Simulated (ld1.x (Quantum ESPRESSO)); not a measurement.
## Cu (Z = 29), TM: configuration errors across variants

copper (Cu), norm-conserving Troullier–Martins (Kleinman–Bylander form), made with ld1.x (Quantum ESPRESSO) 7.5 (PBE, scalar-relativistic). Core [Ar], reference 3d10 4s1 4p0. Waves: 4s (bound): rc 1.65 bohr; 4p (bound, empty): rc 4.05 bohr; 3d (bound): rc 1.00 bohr. Local part: the d channel. Core correction: none.

All-electron excitation energies from the reference (eV): (1) 3d10 4s0 4p0 8.148; (2) 3d9 4s0 4p0 29.480; (3) 3d8 4s0 4p0 68.500; (4) 3d10 4s0 4p1 4.137; (5) 3d9 4s1 4p1 6.811; (6) 3d9 4s2 4p0 1.970; (7) 3d10 4s0.5 4p0 3.162.

Tests that are not counted but printed errors over 1 eV. “all radii scaled by about 0.79 (s 1.30, p 3.18, d 0.78 bohr)”: 3d9 4s1 4p1 (solver errors, printed error -2.6 eV). “all radii scaled by about 1.34 (s 2.20, p 5.42, d 1.34 bohr)”: 3d10 4s0 4p1 (solver errors, printed error -2.0 eV).

A true bound ghost makes a file unfit for plane-wave use even where its test errors are small: the radial tests pick states by their node count and pass the ghost by. Where a test does run into it, the solver fails or the error is huge.

Errors AE − PS in meV (a dash: test not solved or not reliable):

| change | (1) | (2) | (3) | (4) | (5) | (6) | (7) | bound ghosts |
| --- | --- | --- | --- | --- | --- | --- | --- | --- |
| base | +3.6 | +61 | -95 | +4.8 | -35 | -71 | +0.4 | s, p |
| all radii scaled by about 0.79 (s 1.30, p 3.18, d 0.78 bohr) | +13 | +47 | -130 | +8.4 | – | +18 | +2.0 | p, s |
| all radii scaled by about 1.14 (s 1.88, p 4.60, d 1.14 bohr) | +1.5 | +52 | -139 | +3.5 | -53 | -92 | -0.2 | s, p |
| all radii scaled by about 1.23 (s 2.04, p 4.98, d 1.24 bohr) | +2.0 | +41 | -188 | +2.3 | -67 | -98 | -0.2 | s, p |
| all radii scaled by about 1.34 (s 2.20, p 5.42, d 1.34 bohr) | +3.7 | +23 | -256 | – | -86 | -97 | +0.1 | s, p |

Problem. Give the same row for: all radii scaled by about 0.90 (s 1.48, p 3.62, d 0.90 bohr).

Solution. +7.0, +51, -113, +6.8, -21, -34, +0.8; bound ghosts: s, p.
